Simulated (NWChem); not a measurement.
System: GaNH2F2; SMILES [NH2][Ga]([F])[F]

NWChem input:

```
start job
memory heap 200 mb stack 900 mb global 1100 mb
geometry units angstroms noautoz
  Ga    -0.000139    -0.025596    -0.029921
  F      1.471243    -0.953432     0.043957
  F     -1.477494    -0.943904     0.043778
  N      0.005602     1.753550    -0.150335
  H     -0.838901     2.303068    -0.235795
  H      0.853601     2.297643    -0.235843
end
basis spherical
  Ga library 6-31g*
  F library 6-31g*
  N library 6-31g*
  H library 6-31g*
end
dft
  xc xtpss03 ctpss03
  iterations 150
  mulliken
end
task dft energy
```

Output (shortened):

```
             Northwest Computational Chemistry Package (NWChem) 7.3.0
             --------------------------------------------------------

 CS  symmetry detected

                             Geometry "geometry" -> ""
                             -------------------------

 Output coordinates in angstroms (scale by  1.889725989 to convert to a.u.)

  No.       Tag          Charge          X              Y              Z
 ---- ---------------- ---------- -------------- -------------- --------------
    1 Ga                  31.0000    -0.00189351    -0.00834133     0.00000000
    2 F                    9.0000     0.00296563    -0.93434994     1.47437618
    3 F                    9.0000     0.00296563    -0.93434994    -1.47437618
    4 N                    7.0000     0.01048771     1.77484111     0.00000000
    5 H                    1.0000    -0.03404827     2.32649623    -0.84625534
    6 H                    1.0000    -0.03404827     2.32649623     0.84625534

 Effective nuclear repulsion energy (a.u.)     296.2439399745

      Symmetry information
      --------------------

 Group name             Cs
 Group number              2
 Group order               2
 No. of unique centers     4

                                 NWChem DFT Module
                                 -----------------

 Summary of "ao basis" -> "ao basis" (spherical)
 ------------------------------------------------------------------------------
       Tag                 Description            Shells   Functions and Types
 ---------------- ------------------------------  ------  ---------------------
 Ga                          6-31g*                 12       32   5s4p3d
 F                           6-31g*                  6       14   3s2p1d
 N                           6-31g*                  6       14   3s2p1d
 H                           6-31g*                  2        2   2s

      Symmetry analysis of basis
      --------------------------

        a'         48
        a"         30

            General Information
            -------------------
          SCF calculation type: DFT
          Wavefunction type:  closed shell.
          No. of atoms     :     6
          No. of electrons :    58
           Alpha electrons :    29
            Beta electrons :    29
          Charge           :     0
          Spin multiplicity:     1
          Use of symmetry is: on ; symmetry adaption is: on
          Maximum number of iterations: 150
          AO basis - number of functions:    78
                     number of shells:    34
          Convergence on energy requested:  1.00D-06
          Convergence on density requested:  1.00D-05
          Convergence on gradient requested:  5.00D-04

              XC Information
              --------------
                  TPSS metaGGA Exchange Functional  1.000
             TPSS03 metaGGA Correlation Functional  1.000

             Grid Information
             ----------------
          Grid used for XC integration:  medium
          Radial quadrature: Mura-Knowles
          Angular quadrature: Lebedev.
          Tag              B.-S. Rad. Rad. Pts. Rad. Cut. Ang. Pts.
          ---              ---------- --------- --------- ---------
          Ga                  1.30      112           8.0       590
          F                   0.50       49          10.0       434
          N                   0.65       49           8.0       434
          H                   0.35       45          10.0       434
          Grid pruning is: on
          Number of quadrature shells:   255
          Spatial weights used:  Erf1

      Superposition of Atomic Density Guess
      -------------------------------------

 Sum of atomic energies:       -2176.98026568

      Non-variational initial energy
      ------------------------------

 Total energy =   -2177.540408
 1-e energy   =   -3627.488462
 2-e energy   =    1153.704114
 HOMO         =      -0.351003
 LUMO         =      -0.068539

      Symmetry analysis of molecular orbitals - initial
      -------------------------------------------------

  Numbering of irreducible representations:

     1 a'          2 a"

  Orbital symmetries:

     1 a'          2 a'          3 a'          4 a"          5 a'
     6 a'          7 a"          8 a'          9 a'         10 a'
    11 a"         12 a'         13 a'         14 a"         15 a'
    16 a"         17 a'         18 a'         19 a"         20 a'
    21 a'         22 a"         23 a'         24 a'         25 a"
    26 a"         27 a"         28 a'         29 a'         30 a'
    31 a'         32 a'         33 a"         34 a"         35 a'
    36 a'         37 a'         38 a"         39 a'

     ---------------------------------------------
      Total Density - Mulliken Population Analysis
     ---------------------------------------------

    Atom       Charge   Shell Charges
 -----------   ------   -------------------------------------------------------
    1 Ga  31    29.24   2.00  2.00  6.00  2.00  5.99  0.63  0.47  0.01  0.07  6.87  2.97  0.24
    2 F    9     9.73   2.00  0.95  3.50  1.03  2.25  0.01
    3 F    9     9.73   2.00  0.95  3.50  1.03  2.25  0.01
    4 N    7     8.20   2.00  0.81  2.65  0.79  1.93  0.01
    5 H    1     0.55   0.41  0.14
    6 H    1     0.55   0.41  0.14

   convergence    iter        energy       DeltaE   RMS-Dens  Diis-err
 ---------------- ----- ----------------- --------- --------- ---------
 d= 0,ls=0.0,diis     1  -2180.1759705987 -2.48D+03  2.77D-02  1.02D+00
 d= 0,ls=0.0,diis     2  -2179.8438776321  3.32D-01  1.65D-02  5.18D+00
 d= 0,ls=0.0,diis     3  -2180.3001317707 -4.56D-01  2.86D-03  8.67D-02
 d= 0,ls=0.0,diis     4  -2180.3030040029 -2.87D-03  1.73D-03  3.92D-02
 d= 0,ls=0.0,diis     5  -2180.3068743064 -3.87D-03  4.51D-04  4.91D-03
  Resetting Diis
 d= 0,ls=0.0,diis     6  -2180.3073035913 -4.29D-04  6.09D-05  1.01D-04
 d= 0,ls=0.0,diis     7  -2180.3073092469 -5.66D-06  1.80D-05  5.66D-07
 d= 0,ls=0.0,diis     8  -2180.3073091948  5.22D-08  1.01D-05  1.16D-06
 d= 0,ls=0.0,diis     9  -2180.3073093102 -1.15D-07  1.48D-06  8.12D-08

         Total DFT energy =    -2180.307309310158
      One electron energy =    -3628.363899296357
           Coulomb energy =     1255.545112832093
    Exchange-Corr. energy =     -103.732462820435
 Nuclear repulsion energy =      296.243939974541

 Numeric. integr. density =       57.999995287153

                  Occupations of the irreducible representations
                  ----------------------------------------------

                     irrep           alpha         beta
                     --------     --------     --------
                     a'               19.0         19.0
                     a"               10.0         10.0

                       DFT Final Molecular Orbital Analysis
                       ------------------------------------

 Vector   27  Occ=2.000000D+00  E=-3.161726D-01  Symmetry=a'
              MO Center=  3.2D-03, -6.4D-01, -6.7D-12, r^2= 3.0D+00
   Bfn.  Coefficient  Atom+Function         Bfn.  Coefficient  Atom+Function
  ----- ------------  ---------------      ----- ------------  ---------------
    36      0.420523  2 F  py                50      0.420523  3 F  py
    40      0.284208  2 F  py                54      0.284208  3 F  py
    64      0.181902  4 N  py                20     -0.134389  1 Ga d  0
    68      0.116480  4 N  py                16      0.113264  1 Ga py
    37      0.103219  2 F  pz                51     -0.103219  3 F  pz

 Vector   28  Occ=2.000000D+00  E=-3.134325D-01  Symmetry=a"
              MO Center=  2.8D-03, -9.0D-01,  9.3D-13, r^2= 2.6D+00
   Bfn.  Coefficient  Atom+Function         Bfn.  Coefficient  Atom+Function
  ----- ------------  ---------------      ----- ------------  ---------------
    37      0.344547  2 F  pz                51      0.344547  3 F  pz
    36      0.314701  2 F  py                50     -0.314701  3 F  py
    41      0.236364  2 F  pz                55      0.236364  3 F  pz
    40      0.231997  2 F  py                54     -0.231997  3 F  py
    19     -0.086484  1 Ga d -1              17      0.071982  1 Ga pz

 Vector   29  Occ=2.000000D+00  E=-2.398407D-01  Symmetry=a'
              MO Center=  1.6D-02,  1.6D+00,  1.1D-12, r^2= 1.4D+00
   Bfn.  Coefficient  Atom+Function         Bfn.  Coefficient  Atom+Function
  ----- ------------  ---------------      ----- ------------  ---------------
    63      0.562954  4 N  px                67      0.474651  4 N  px
    11      0.153356  1 Ga px                35     -0.103439  2 F  px
    49     -0.103439  3 F  px                18     -0.085002  1 Ga d -2
    39     -0.079952  2 F  px                53     -0.079952  3 F  px
     7     -0.061389  1 Ga px                15      0.042271  1 Ga px

 Vector   30  Occ=0.000000D+00  E=-6.763114D-02  Symmetry=a'
              MO Center= -3.0D-02,  9.9D-02, -9.1D-15, r^2= 4.0D+00
   Bfn.  Coefficient  Atom+Function         Bfn.  Coefficient  Atom+Function
  ----- ------------  ---------------      ----- ------------  ---------------
    14      0.704022  1 Ga s                 66     -0.571119  4 N  s
    10     -0.564900  1 Ga s                 38     -0.232651  2 F  s
    52     -0.232651  3 F  s                  6      0.229057  1 Ga s
    37      0.183470  2 F  pz                51     -0.183470  3 F  pz
    64      0.169527  4 N  py                62     -0.165994  4 N  s

[...]
```

Level: TPSS/6-31G* (spherical d). Coordinates come from a PBE0/def2-SVP optimisation.
